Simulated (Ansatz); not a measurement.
`BN([SiH3])[SiH3]` + `[OH][GeH2][F]` → `B[O][GeH2][F]` + `[SiH3]N[SiH3]` at 700 K and 1 bar (ligand exchange at a B–N bond).

Computed with Ansatz on PBE0-D4/def2-TZVP structures; ΔE is electronic, products minus reactants. CCSD(T)/CBS adds triple-zeta CCSD(T) − MP2 to the extrapolated MP2 energy (def2 sets, frozen cores). This one scheme is used for every species. For Ge outer-core shells are correlated without core-valence functions, which leaves a few kJ/mol of doubt a bond. Scalar relativity is left out up to krypton. Each species was taken in one conformer, which may not be the lowest.

```
           species  CCSD(T)/CBS energy (Eh)  H − E (kJ/mol)  S (J/(mol·K))
`BN([SiH3])[SiH3]`               -662.52490           292.0          480.2
   `[OH][GeH2][F]`              -2252.93819           134.1          365.3
   `B[O][GeH2][F]`              -2278.36226           179.7          422.8
   `[SiH3]N[SiH3]`               -637.10515           245.6          444.2
```

H − E and S are ideal-gas, rigid-rotor, harmonic terms from PBE0-D4/def2-TZVP, for one conformer and one mirror image of each species. 1 Eh = 2625.50 kJ/mol, R = 8.31446 J/(mol·K).

Task: By hand: ΔE, ΔH, ΔS and ΔG.

Result: ΔE = (-2278.36226) + (-637.10515) − (-662.52490) − (-2252.93819) = -0.00432 Eh = -11.3 kJ/mol. Δ(H − E) = 179.7 + 245.6 − 292.0 − 134.1 = -0.8, so ΔH = -12.1 kJ/mol. ΔS = 422.8 + 444.2 − 480.2 − 365.3 = 21.5 J/(mol·K). ΔG = -12.1 − 700 × (21.5)/1000 = -27.1 kJ/mol.

Task: By hand: the equilibrium constant, and the temperature at which ΔG would vanish if ΔH and ΔS stayed fixed.

Result: log₁₀ K = −ΔG/(RT ln 10) = 2.0. ΔH and −TΔS have one sign here, so there is no such temperature.

TΔS isn't small against ΔH here. A doubt of 5 kJ/mol in ΔE shifts log₁₀ K by 0.4 here. Other conformers and mirror images would add mixing entropy, several J/(mol·K) or more a flexible species. Modes under 60 cm⁻¹, often nearly free rotors, make the harmonic entropy too high. These are equilibria of isolated gas molecules and say nothing of rates. Largest T1 diagnostic: 0.013 (customary marks: 0.02 for closed shells, 0.045 for open ones).
